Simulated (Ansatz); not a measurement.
Program: Ansatz. Geometries: PBE0-D4/def2-TZVP. ΔE: electronic, gas phase. CCSD(T)/CBS adds triple-zeta CCSD(T) − MP2 to the extrapolated MP2 energy (def2 sets, frozen cores). Functionals use def2-TZVPP. B3LYP here is the variant with VWN-RPA as its local correlation; programs differ in this. def2 core potentials past Kr. For Sb outer-core shells are correlated without core-valence functions, which leaves a few kJ/mol of doubt a bond. Each species was taken in one conformer, which may not be the lowest.

Reaction (isomerisation): `[CH3][SbH][CH2]O` → `CO[CH2][SbH2]`

| level | ΔE (kJ/mol) | difference from CCSD(T)/CBS |
| --- | --- | --- |
| PBE-D4 | 56.5 | -5.3 |
| r2SCAN-D4 | 56.0 | -5.8 |
| PBE0-D4 | 54.6 | -7.2 |
| B3LYP-D4 | 51.6 | -10.2 |
| ωB97X-V | 49.1 | -12.7 |
| ωB97M-V | 53.5 | -8.3 |
| B2PLYP | 52.9 | -8.9 |
| PBE | 54.8 | -7.0 |
| r2SCAN | 55.8 | -6.0 |
| PBE0 | 53.2 | -8.6 |
| B3LYP | 48.6 | -13.2 |
| HF/def2-TZVPP | 37.1 | -24.7 |
| MP2/def2-TZVPP | 62.7 | 0.9 |
| SCS-MP2/def2-TZVPP | 56.1 | -5.7 |
| CCSD/def2-TZVPP | 52.4 | -9.4 |
| CCSD(T)/def2-TZVPP | 54.8 | -7.0 |
| HF/def2-QZVPP | 37.4 | -24.4 |
| MP2/def2-QZVPP | 66.9 | 5.1 |
| SCS-MP2/def2-QZVPP | 60.1 | -1.7 |
| HF/CBS(def2) | 37.4 | -24.4 |
| MP2/CBS(def2) | 69.8 | 8.0 |
| CCSD/CBS(def2) | 59.4 | -2.4 |
| CCSD(T)/CBS | 61.8 | 0 |

Largest T1 diagnostic among the species: 0.013.

In def2-TZVPP, CCSD(T) changes the Hartree–Fock value by +17.7 kJ/mol (the triples alone add +2.4 kJ/mol) and MP2 by +25.6 kJ/mol.
